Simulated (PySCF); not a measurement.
An unknown shows these calculated signals:

1H NMR (600 MHz, computed): δ 9.01 (d, 2H), 7.25 (t, 1H), 5.27 (s, 2H), 2.98 (s, 3H), 1.29 (br s, 1H).

13C{1H} NMR (computed): δ 182.7 (C), 161.1 (CH), 125.5 (CH), 31.3 (CH3).

[PySCF: shielding tensors at PBE0/pcSseg-1 (GIAO); GFN2-xTB geometry; non-relativistic Hamiltonian; in vacuum; equivalent nuclei averaged; one conformer]

Shifts are taken against calculated references (same method and geometry level): 1H (31.72 ppm) and 13C (186.93 ppm) against TMS.

Task: Which of these does the molecule contain: an NH or NH2 group, an N-methyl group, a Si–H bond, a CH3CH2 unit, a benzene ring, a CF3 group?

Result: 
- An NH or NH2 group: yes (δH 1.29 (br s)).
- An N-methyl group: yes (δC 31.3; δH 2.98 (s)).
- A Si–H bond: yes (δH 5.27 (s)).
- A CH3CH2 unit: no.
- A benzene ring: no.
- A CF3 group: no.

The data belong to `CN[SiH2]c1ncccn1`, C₅H₉N₃Si; they needn't prove each group on their own.

Carbon signals by region: 2 in the far downfield region (above 160 ppm), 1 in the sp2 and nitrile region (100–160 ppm), 1 below 50 ppm. Above 160 ppm: 182.7, substituted aromatic carbon next to a ring nitrogen, 161.1, aromatic CH next to a ring nitrogen.

OH and NH positions are those of a molecule without intermolecular hydrogen bonds; in solution they move with solvent, concentration and temperature, and exchange usually removes their couplings. Shifts are as computed. Against solution values, carbons near 30 ppm lie about +3 ppm off and those near 130 ppm about +5 ppm. Of 1309 compounds with measured shifts, 239 miss one by over three times the rms of a fit or turn the order of signals round; such compounds aren't used in these exercises. No couplings were computed; multiplicities are counted from neighbouring protons, with m where these are inequivalent, close in shift, in a saturated or five-membered ring or joined by F or P, and br s for small geminal =CH2 splittings.
